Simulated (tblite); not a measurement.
Compound: C4H8GeN2.
Numbering: `[N:1]#[C:2][GeH2:3][NH:4][CH:5]1[CH2:6][CH2:7]1` (hydrogens: H8, H9 on Ge3; H10 on N4; H11 on C5; H12, H13 on C6; H14, H15 on C7)

Computed with GFN2-xTB (tblite), gas phase: L-BFGS steps from a force-field or distance-geometry start until the largest atomic force falls under 0.01 eV/Å.

At the end of the run (lengths in Å): Ge3–N4 1.805, Ge3–H9 1.497, C2–Ge3 1.933, C7–H15 1.079, N4–H10 1.012, Ge3–H8 1.496, N4–C5 1.434, Ge3–N4–C5 122.2°, N4–C5–C6 121.6°, N1–C2–Ge3 177.3°, N4–C5–C7 119.8°, C2–Ge3–N4–C5 65°, Ge3–N4–C5–C6 -100°, N4–C5–C6–C7 -109°, H10–N4–Ge3–C2 -76°, H10–N4–C5–C6 43°.

Problem. These geometries were met on the way; a selection of coordinates is given. Order them by energy above the end point, lowest first.
A. Ge3–N4 1.898, Ge3–H9 1.565, C2–Ge3 1.866, C7–H15 1.132, N4–H10 1.053, Ge3–H8 1.534, N4–C5 1.467, Ge3–N4–C5 103.6°, N4–C5–C6 111.8°, N1–C2–Ge3 179.0°, N4–C5–C7 122.3°, C2–Ge3–N4–C5 87°, Ge3–N4–C5–C6 -60°, N4–C5–C6–C7 -116°, H10–N4–Ge3–C2 -28°, H10–N4–C5–C6 51°
B. Ge3–N4 1.874, Ge3–H9 1.517, C2–Ge3 1.943, C7–H15 1.083, N4–H10 1.022, Ge3–H8 1.498, N4–C5 1.454, Ge3–N4–C5 104.0°, N4–C5–C6 114.3°, N1–C2–Ge3 178.9°, N4–C5–C7 124.3°, C2–Ge3–N4–C5 86°, Ge3–N4–C5–C6 -61°, N4–C5–C6–C7 -117°, H10–N4–Ge3–C2 -28°, H10–N4–C5–C6 54°
C. Ge3–N4 1.815, Ge3–H9 1.506, C2–Ge3 1.926, C7–H15 1.080, N4–H10 1.010, Ge3–H8 1.508, N4–C5 1.439, Ge3–N4–C5 113.0°, N4–C5–C6 121.8°, N1–C2–Ge3 171.7°, N4–C5–C7 124.7°, C2–Ge3–N4–C5 81°, Ge3–N4–C5–C6 -64°, N4–C5–C6–C7 -115°, H10–N4–Ge3–C2 -57°, H10–N4–C5–C6 77°
D. Ge3–N4 1.841, Ge3–H9 1.501, C2–Ge3 1.901, C7–H15 1.080, N4–H10 1.012, Ge3–H8 1.493, N4–C5 1.448, Ge3–N4–C5 108.1°, N4–C5–C6 119.3°, N1–C2–Ge3 173.9°, N4–C5–C7 125.1°, C2–Ge3–N4–C5 83°, Ge3–N4–C5–C6 -61°, N4–C5–C6–C7 -116°, H10–N4–Ge3–C2 -41°, H10–N4–C5–C6 65°
E. Ge3–N4 1.806, Ge3–H9 1.492, C2–Ge3 1.944, C7–H15 1.076, N4–H10 1.014, Ge3–H8 1.501, N4–C5 1.436, Ge3–N4–C5 116.4°, N4–C5–C6 123.3°, N1–C2–Ge3 173.2°, N4–C5–C7 122.5°, C2–Ge3–N4–C5 78°, Ge3–N4–C5–C6 -65°, N4–C5–C6–C7 -111°, H10–N4–Ge3–C2 -63°, H10–N4–C5–C6 79°

Solution. E (0.095 eV), C (0.156 eV), D (0.268 eV), B (0.458 eV), A (0.742 eV).

| step | E above end (eV) | rms distance from the end, all atoms (Å) | largest force (eV/Å) | rms shift of all bonds from the end (Å) |
| --- | --- | --- | --- | --- |
| 22 | 0.095 | 0.611 | 0.197 | 0.004 |
| 16 | 0.156 | 0.641 | 0.332 | 0.006 |
| 9 | 0.268 | 0.694 | 0.430 | 0.014 |
| 3 | 0.458 | 0.732 | 0.571 | 0.021 |
| 0 | 0.742 | 0.739 | 3.352 | 0.043 |

Rows stand in the order of the answer.
